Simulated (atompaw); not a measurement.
# Scattering properties, PAW (atompaw) potential for phosphorus

atompaw 4.2.0.5 input, output lines left out:

```
P 15
LDA-PW loggrid 1500 logderivrange -4 5 226
3 3 0 0 0 0
3 1 2
0 0 0
c
c
v
c
v
2
2.20 2.20 2.10 1.50
y
-0.95
n
y
3.45
n
y
0.25
n
bloechl sinc
3 -0.5 vpsmatchnc
```

The phase is arctan(r·u′/u) with u = r·R(r), unwrapped; energies in Ry, scanned from -4 to 5 Ry. A pole is an energy at which the radial function vanishes at the test radius. The pseudo phase is shifted by a multiple of π to meet the all-electron one at the reference energy, and phase errors are pseudo minus all-electron; the curves can meet again beyond the range given. Levels narrower than the energy grid can be missing from the lists of poles.

```csv
channel,radius (bohr),reference energy (Ry),"poles, all-electron","poles, pseudo",unbroken range about the reference energy with phases within 0.05 rad,phase error 1 Ry above the reference energy (rad)
s,2.21,-1.71,-0.37,-0.37,below 2.2,+0.000
p,2.21,-1.05,0.62,0.62,the whole range,-0.000
d,2.21,0.25,1.75,1.80,below 3.4,+0.005
```

Phases in the d channel:

```csv
E (Ry),all-electron,pseudo
-4.00,1.328,1.329
-3.76,1.319,1.320
-3.52,1.309,1.310
-3.28,1.298,1.299
-3.04,1.285,1.286
-2.80,1.270,1.272
-2.56,1.253,1.255
-2.32,1.233,1.235
-2.08,1.209,1.211
-1.84,1.179,1.181
-1.60,1.142,1.144
-1.36,1.093,1.095
-1.12,1.025,1.028
-0.88,0.928,0.932
-0.64,0.778,0.782
-0.40,0.528,0.532
-0.16,0.111,0.113
0.08,-0.430,-0.430
0.32,-0.866,-0.865
0.56,-1.130,-1.129
0.80,-1.290,-1.288
1.04,-1.395,-1.391
1.28,-1.469,-1.464
1.52,-1.526,-1.520
1.76,-1.572,-1.564
2.00,-1.612,-1.601
2.24,-1.648,-1.635
2.48,-1.683,-1.666
2.72,-1.718,-1.696
2.96,-1.755,-1.727
3.20,-1.796,-1.759
3.44,-1.844,-1.794
3.68,-1.905,-1.835
3.92,-1.984,-1.883
4.16,-2.097,-1.942
4.40,-2.268,-2.020
4.64,-2.547,-2.127
4.88,-2.984,-2.284
```
